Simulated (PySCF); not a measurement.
Continuum solvent and chemical shifts

Cartesian coordinates in Å; atom numbers follow the order of the lines, from 1:
```xyz
20

B    -1.014    2.373   -0.712
P    -0.623    0.561   -0.280
C     1.069    0.131   -0.105
C     2.263   -0.081   -0.002
C     3.685   -0.332    0.123
C    -1.489   -0.342    1.086
C    -1.615   -1.582    0.175
C    -1.389   -0.868   -1.175
H    -2.237    2.357   -0.779
H    -0.572    3.025    0.222
H    -0.455    2.579   -1.779
H     3.935   -1.358   -0.187
H     4.260    0.367   -0.503
H     4.012   -0.202    1.166
H    -0.959   -0.456    2.040
H    -2.452    0.161    1.262
H    -0.797   -2.290    0.375
H    -2.565   -2.132    0.261
H    -0.783   -1.380   -1.933
H    -2.325   -0.513   -1.635
```

GIAO PBE0/pcSseg-1 in PySCF on one PBE0-D3(BJ)/def2-SVP conformer, non-relativistic, equivalent nuclei averaged. Solvents enter as an IEF-PCM continuum (chloroform with ε = 4.7, acetone with ε = 20.5) around the gas-phase geometry. Shifts are referred to BF3·OEt2, TMS computed in the same medium.

Gas phase, δ in ppm: B1 -42.1, C4 114.9, C3 78.3, C6/C8 29.6, C7 22.9, C5 5.9, H17 2.76, H16/H20 2.24, H18 2.24, H12/H13/H14 2.11, H15/H19 1.94, H9/H10/H11 1.10. Dipole moment 5.64 D.

(1) How does each δ change in the continuum?

(2) Which nuclei move most (in ppm), and what does the model miss?

Results:

(1) 
```csv
atoms,environment,"Δδ, chloroform","Δδ, acetone"
B1,"boron bonded to P, 3 H",-0.4,-0.6
C4,alkyne carbon,+4.2,+5.5
C3,alkyne carbon,-1.6,-2.0
C6/C8,sp3 CH2 bonded to P,+1.1,+1.5
C7,sp3 CH2 in a ring,+0.8,+1.2
C5,propargylic methyl carbon,+0.3,+0.4
H17,hydrogen on an sp3 CH2 in a ring,+0.11,+0.15
H16/H20,hydrogen on an sp3 CH2 bonded to P,+0.16,+0.22
H18,hydrogen on an sp3 CH2 in a ring,+0.12,+0.16
H12/H13/H14,hydrogen on a propargylic methyl carbon,+0.15,+0.19
H15/H19,hydrogen on an sp3 CH2 bonded to P,+0.18,+0.23
H9/H10/H11,hydrogen on a boron bonded to P,-0.33,-0.42
```

Changes are relative to the gas phase. The dipole moment becomes 6.82 D in chloroform, 7.19 D in acetone.

(2) C4 (alkyne carbon, +5.5 ppm) in acetone. A continuum only polarises the solute; specific hydrogen bonds, the anisotropy of aromatic solvents and changes of geometry or conformer are outside it.
